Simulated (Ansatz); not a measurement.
C2H4OSi can be A, `C#CO[SiH3]`, or B, `C=C1O[SiH2]1`.

Program: Ansatz. Geometries: PBE0-D4/def2-TZVP. ΔE: electronic, gas phase. CBS: MP2 limit from def2 TZ/QZ plus the TZ coupled-cluster correction, frozen cores. DFT in def2-TZVPP. B3LYP here is the variant with VWN-RPA as its local correlation; programs differ in this.

(1) Which is lower in electronic energy at CCSD(T)/CBS, and by how much? (Best estimate.)

(2) Give E(B) − E(A) in kcal/mol with CCSD/def2-TZVPP, B3LYP, PBE0-D4, CCSD(T)/def2-SVP, BLYP-D4, B2PLYP, LDA (SPW92). (Best estimate.)

(3) Does the order hold for the free energy at 298.15 K (harmonic terms from PBE0-D4)? (Estimate.)

Largest T1 diagnostic: 0.016.

## Answers

(1) Ansatz gave: B, by 5.3 kcal/mol.

(2) Ansatz gave: CCSD/def2-TZVPP -3.3, B3LYP -4.9, PBE0-D4 -9.6, CCSD(T)/def2-SVP -1.9, BLYP-D4 -6.6, B2PLYP -4.2, LDA (SPW92) -13.4. None reverses the order clearly.

(3) Ansatz gave: Yes: G(B) − G(A) = -2.1 kcal/mol.

From r2SCAN to r2SCAN0 (25 % exact exchange), in def2-TZVPP and without D4, E(B) − E(A) moves by +1.9 kcal/mol. Leaving LDA and LC-ωPBE aside and taking each functional with its dispersion term where it has one, the values, not all of them listed here, spread over 9.4 kcal/mol, from PBE-D4 to BHLYP-D4. LDA lies −1.7 kcal/mol from PBE without D4.
